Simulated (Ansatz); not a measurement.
`CN(C)BN` + H–F → `NBF` + `CNC` at 600 K and 1 bar (ligand exchange at a B–N bond).

Gas-phase electronic energies from Ansatz, PBE0-D4/def2-TZVP geometries. CCSD(T)/CBS is the MP2 limit (def2-TZVPP, def2-QZVPP) plus CCSD(T) − MP2 in def2-TZVPP, frozen cores. This one scheme is used for every species. Each species was taken in one conformer, which may not be the lowest.

```json
{"species": "`CN(C)BN`", "CCSD(T)/CBS energy (Eh)": "-215.79289", "H − E (kJ/mol)": "388.5", "S (J/(mol·K))": "438.1"}
{"species": "H–F", "CCSD(T)/CBS energy (Eh)": "-100.39570", "H − E (kJ/mol)": "42.3", "S (J/(mol·K))": "194.0"}
{"species": "`NBF`", "CCSD(T)/CBS energy (Eh)": "-181.19761", "H − E (kJ/mol)": "145.2", "S (J/(mol·K))": "305.2"}
{"species": "`CNC`", "CCSD(T)/CBS energy (Eh)": "-135.00321", "H − E (kJ/mol)": "284.6", "S (J/(mol·K))": "333.5"}
```

H − E and S are ideal-gas, rigid-rotor, harmonic terms from PBE0-D4/def2-TZVP, for one conformer and one mirror image of each species. 1 Eh = 2625.50 kJ/mol, R = 8.31446 J/(mol·K).

By hand: ΔE, ΔH, ΔS and ΔG.

ΔE = (-181.19761) + (-135.00321) − (-215.79289) − (-100.39570) = -0.01223 Eh = -32.1 kJ/mol. Δ(H − E) = 145.2 + 284.6 − 388.5 − 42.3 = -1.0, so ΔH = -33.1 kJ/mol. ΔS = 305.2 + 333.5 − 438.1 − 194.0 = 6.6 J/(mol·K). ΔG = -33.1 − 600 × (6.6)/1000 = -37.1 kJ/mol.

By hand: the equilibrium constant, and the temperature at which ΔG would vanish if ΔH and ΔS stayed fixed.

log₁₀ K = −ΔG/(RT ln 10) = 3.2. ΔH and −TΔS have one sign here, so there is no such temperature.

The number of gas molecules stays the same, so ΔS is small and ΔH decides. A doubt of 5 kJ/mol in ΔE shifts log₁₀ K by 0.4 here. Other conformers and mirror images would add mixing entropy, several J/(mol·K) or more a flexible species. Modes under 60 cm⁻¹, often nearly free rotors, make the harmonic entropy too high. These are equilibria of isolated gas molecules and say nothing of rates. Largest T1 diagnostic: 0.012 (customary marks: 0.02 for closed shells, 0.045 for open ones).

ΔS is within the doubt of such terms, so its sign, and with it that verdict, could turn.
